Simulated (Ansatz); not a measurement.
One change: `BC(O)(F)Cl` becomes `BC(F)(Cl)[SiH2]N`.

Ansatz, PBE0-D4/def2-TZVP geometries, multiplicity 1. Each molecule was computed in one conformer, which needn't be the lowest.

| property | `BC(O)(F)Cl` |
| --- | --- |
| HOMO–LUMO gap (PBE0/def2-TZVPP) / eV | 8.25 |
| HOMO–LUMO gap (PBE/def2-TZVPP) / eV | 5.86 |
| LUMO energy (PBE0/def2-TZVPP) / eV | -0.39 |
| size of the dipole moment (ωB97M-V/def2-TZVPP) / D | 1.65 |
| HOMO energy (B3LYP/def2-TZVPP) / eV | -8.42 |
| HOMO energy (PBE0/def2-TZVPP) / eV | -8.63 |

**Question.** Give the same properties after the change, and the shifts. (Estimate.)

**Answer.** Computed: 
```tsv
property	`BC(F)(Cl)[SiH2]N`	shift
HOMO–LUMO gap (PBE0/def2-TZVPP) / eV	6.88	-1.37
HOMO–LUMO gap (PBE/def2-TZVPP) / eV	4.38	-1.48
LUMO energy (PBE0/def2-TZVPP) / eV	-0.94	-0.55
size of the dipole moment (ωB97M-V/def2-TZVPP) / D	2.11	0.46
HOMO energy (B3LYP/def2-TZVPP) / eV	-7.60	0.82
HOMO energy (PBE0/def2-TZVPP) / eV	-7.82	0.81
```

With PBE0 the HOMO rises by 0.81 eV and the LUMO falls by 0.55 eV, so the gap narrows by about 1.36 eV. PBE moves the HOMO by 0.83 eV and ωB97M-V by 0.77 eV. Dipoles are sizes alone; their direction can turn.

B3LYP here is the variant with VWN-RPA as its local correlation; programs differ in this.
